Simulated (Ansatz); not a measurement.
The same hydrogenolysis along the group B, Al, In.

Computed with Ansatz on PBE0-D4/def2-TZVP structures; ΔE is electronic, products minus reactants. CCSD(T)/CBS is the MP2 limit (def2-TZVPP, def2-QZVPP) plus CCSD(T) − MP2 in def2-TZVPP, frozen cores. This one scheme is used for every species. DFT in def2-TZVPP. Elements past krypton have def2 core potentials. For In outer-core shells are correlated without core-valence functions, which leaves a few kJ/mol of doubt a bond. Each species was taken in one conformer, which may not be the lowest.

```json
{"reaction": "`CB(N)Cl` + H₂ → `NBCl` + CH₄", "CCSD(T)/CBS(def2) (eV)": "-0.21"}
{"reaction": "`[CH3][Al]([NH2])[Cl]` + H₂ → `[NH2][AlH][Cl]` + CH₄", "CCSD(T)/CBS(def2) (eV)": "?"}
{"reaction": "`[CH3][In]([NH2])[Cl]` + H₂ → `[NH2][InH][Cl]` + CH₄", "CCSD(T)/CBS(def2) (eV)": "-0.35"}
```

Question: Fill in the missing values. (Best estimate.)

Answer: Ansatz gave: `[CH3][Al]([NH2])[Cl]` + H₂ → `[NH2][AlH][Cl]` + CH₄: -0.21 eV.

Largest T1 diagnostic: 0.014, for `[NH2][InH][Cl]`.
